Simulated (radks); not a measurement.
Results of a calculation; reference values are marked as such.
Isoelectronic series with 29 electrons, all held in the configuration [Ar] 3d10 4s1, which need not be the ground one along the series. Code: a radial shooting solver on a logarithmic mesh with Libxc functionals. Model: scalar-relativistic Kohn-Sham, PBEsol, spin-polarised, spherical densities, finite nucleus; open shells are filled with parallel spins first (spin-orbit coupling, left out, can overturn this in heavy ions); Fermi nuclear charge, rms radius of each element as measured or else 0.836 A^(1/3) + 0.57 fm. Total energies (hartree) and mean radii <r> (bohr) (* marks an orbital that is empty in some or all of the ions):

| ion | E (hartree) | 4s down* | 3d down | 4s up | 3d up | 3p up |
|---|---|---|---|---|---|---|
| Cu | -1653.49279 | 2.932 | 1.030 | 2.885 | 1.064 | 0.7503 |
| Zn+ | -1794.24071 | 2.388 | 0.8889 | 2.378 | 0.9046 | 0.7146 |
| Ga2+ | -1941.47777 | 2.065 | 0.7932 | 2.063 | 0.8026 | 0.6800 |
| Ge3+ | -2095.17798 | 1.839 | 0.7214 | 1.840 | 0.7277 | 0.6473 |
| As4+ | -2255.33501 | 1.667 | 0.6644 | 1.670 | 0.6689 | 0.6167 |
| Se5+ | -2421.95224 | 1.531 | 0.6174 | 1.534 | 0.6208 | 0.5883 |
| Br6+ | -2595.04032 | 1.418 | 0.5777 | 1.421 | 0.5803 | 0.5621 |
| Kr7+ | -2774.61386 | 1.324 | 0.5434 | 1.327 | 0.5455 | 0.5379 |
| Rb8+ | -2960.69107 | 1.242 | 0.5135 | 1.245 | 0.5152 | 0.5155 |
| Sr9+ | -3153.29241 | 1.171 | 0.4870 | 1.174 | 0.4885 | 0.4949 |
